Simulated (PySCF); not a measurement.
Compound: C₆H₁₃N (charge +1 and doublet state).
Cartesian coordinates in Å at the GFN2-xTB level; atoms count from 1:
```
atom  x, y, z in Å
C1    -0.0628    1.5290    0.2446
C2    -1.0559    0.7759   -0.6596
C3    -1.5932   -0.4962   -0.0319
C4    -0.5677   -1.6816    0.0007
N5     0.6350   -1.2687    0.5912
C6     1.5572   -0.4867   -0.1178
C7     1.3818    1.0408    0.1856
H8    -0.4323    1.4887    1.2709
H9    -0.0577    2.5798   -0.0478
H10   -0.6246    0.5798   -1.6422
H11   -1.9141    1.4339   -0.8173
H12   -1.9327   -0.2947    0.9847
H13   -2.4355   -0.8706   -0.6150
H14   -0.3799   -1.9938   -1.0295
H15   -1.0124   -2.4985    0.5712
H16    0.6755   -1.2270    1.6039
H17    1.4420   -0.6726   -1.1865
H18    2.5774   -0.7446    0.1840
H19    1.8777    1.2727    1.1273
H20    1.9172    1.5449   -0.6196
```

The species is `C1CCC[NH+]CC1` [radical] (charge +1).

Level of theory: UKS B3LYP, pcH-1 on C H N, non-relativistic, mean-field spin-orbit, GIAO (PySCF). Geometry: GFN2-xTB, one conformer, isolated ion. A GFN2-xTB geometry isn't a minimum of the functional, and hyperfine couplings can be far from their values at a DFT geometry, by a factor of two or more for some ions and for spin on atoms past the first row. No stability test was run, so a lower SCF solution isn't excluded.

What is the g tensor, term by term?

| Δg (ppm) | 1 | 2 | 3 |
| --- | --- | --- | --- |
| relativistic mass correction | -222 | -222 | -222 |
| gauge correction | 6 | 33 | 36 |
| orbital Zeeman/spin–orbit | 45 | 1578 | 2040 |
| total | -171 | 1389 | 1854 |

So g = 2.00215, 2.00371, 2.00417 and g_iso = 2.00334; the tensor is rhombic: the two nearest values differ by 23 % of g3 − g1. Axes: g1 points within 15° of the C3–C4 bond and g2 points within 11° of the N5–C6 bond.

At 9.529 GHz, how far is the centre of the isotropic spectrum from where a free electron (g = 2.002319) resonates?

B = hν/(g μB) with μB/h = 13.99624 MHz/mT gives 340.02 mT for the free electron and 339.84 mT at g_iso, 0.17 mT lower.

What effective moment and Curie constant follow for a powder?

With the mean of g² = 4.0134 and S(S+1) = 0.75: μ_eff = √(⟨g²⟩S(S+1)) = 1.735 μB and χT = 0.12505·⟨g²⟩·S(S+1) = 0.376 cm³ K/mol (cgs; spin-Hamiltonian part alone).

In a frozen sample, at which fields do the three g values resonate at 9.5, 34, 94 and 263 GHz (hyperfine left aside), and which band first spreads them over more than twice a line width of 1.0 mT?

| band | GHz | B(g3) mT | B(g2) mT | B(g1) mT | spread mT |
| --- | --- | --- | --- | --- | --- |
| X | 9.5 | 338.67 | 338.75 | 339.01 | 0.34 |
| Q | 34.0 | 1212.08 | 1212.36 | 1213.31 | 1.23 |
| W | 94.0 | 3351.05 | 3351.83 | 3354.44 | 3.39 |
| J | 263.0 | 9375.81 | 9377.99 | 9385.30 | 9.48 |

The spread grows in proportion to the frequency. W band is the first where it exceeds 2.0 mT.

The Mulliken spin populations are largest on N5 (+0.74), C3 (+0.11) and C7 (+0.10). No atom but N5 exceeds +0.15. The angles at N5 add up to 356.0°, so it is nearly planar; its axial dipolar tensor and the negative coupling of its proton fit spin in a p orbital normal to that plane.

The HOMO–LUMO gaps are 8.84 eV among the α and 3.61 eV among the β orbitals.
